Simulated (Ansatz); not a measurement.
Relaxation of C₃H₆BBr (11 atoms, charge 0, multiplicity 1), to a largest force component of 0.02 eV/Å in at most 50 steps.

All numbers below come from RKS B3LYP-D4/def2-SVP (Ansatz 0.2.0).

```xyz
11
Properties=species:S:1:pos:R:3
C -1.480 1.341 -0.541
C -0.376 0.884 -0.108
Br 0.959 2.087 0.493
B -0.051 -0.656 -0.087
C 1.246 -1.287 0.425
H -1.693 2.474 -0.568
H -2.298 0.739 -0.905
H -0.932 -1.384 -0.471
H 1.406 -0.969 1.543
H 2.086 -0.901 -0.153
H 1.197 -2.386 0.393
```

Problem. Where does it end, and by what steps?

Solution. The forces met the threshold. After 7 steps the energy has fallen by 0.378 eV; H11 moved furthest, 0.10 Å.

```
step  energy less start (eV)  largest force component (eV/Å)  accepted
   0                  0.0000                           4.357       yes
   1                 -0.3338                           1.462       yes
   2                 -0.3539                           0.587       yes
   3                 -0.3742                           0.162       yes
   4                 -0.3752                           0.142       yes
   5                 -0.3778                           0.058       yes
   6                 -0.3781                           0.023       yes
   7                 -0.3781                           0.006       yes
```

```xyz
11
Properties=species:S:1:pos:R:3
C -1.512 1.391 -0.555
C -0.357 0.863 -0.115
Br 1.022 2.073 0.491
B -0.089 -0.669 -0.072
C 1.240 -1.299 0.444
H -1.711 2.466 -0.589
H -2.302 0.716 -0.900
H -1.012 -1.347 -0.467
H 1.392 -1.001 1.499
H 2.102 -0.856 -0.089
H 1.293 -2.394 0.374
```

Whether the end is a true minimum wasn't checked by a vibrational analysis.

Time of the run: 55 s on 2 threads of Arm Neoverse N1, with other jobs on the host, peak memory 0.3 GiB.
